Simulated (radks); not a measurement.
Ir5+, configuration [Xe] 4f14 5d4. All-electron calculation, Dirac Kohn-Sham, PBE, spin-unpolarised, spherical densities, finite nucleus; open shells are shared between the two j in proportion to 2j + 1; Fermi nuclear charge, rms radius 5.4032 fm. Program: a radial shooting solver on a logarithmic mesh with Libxc functionals. Some entries of the table are withheld. Estimate them.

orbital,occ.,eigenvalue (eV),<r^2> (bohr^2)
1s1/2,2,-76047.72,(1)
2s1/2,2,-13347.52,0.006361
2p1/2,2,-12792.10,0.004517
2p3/2,4,-11164.61,0.005710
3s1/2,2,-3170.867,0.04139
3p1/2,2,(2),0.03783
3p3/2,4,(3),0.04431
3d3/2,4,-2146.801,0.03412
3d5/2,6,-2069.778,0.03589
4s1/2,2,-726.8203,0.2024
4p1/2,2,-621.3266,0.2073
4p3/2,4,-537.0349,0.2410
4d3/2,4,(4),0.2577
4d5/2,6,(5),0.2699
5s1/2,2,-160.6077,1.051
4f5/2,6,(6),0.3421
5p1/2,2,-126.9265,1.228
4f7/2,8,(7),0.3519
5p3/2,4,-112.6580,1.438
5d3/2,1.6,-65.9281,2.264
5d5/2,2.4,-64.1964,2.372

Answer. 
(1) 1s1/2 <r^2> (bohr^2): 0.0004197
(2) 3p1/2 eigenvalue (eV): -2921.232
(3) 3p3/2 eigenvalue (eV): -2564.859
(4) 4d3/2 eigenvalue (eV): -363.8106
(5) 4d5/2 eigenvalue (eV): -348.1577
(6) 4f5/2 eigenvalue (eV): -127.7777
(7) 4f7/2 eigenvalue (eV): -124.6460
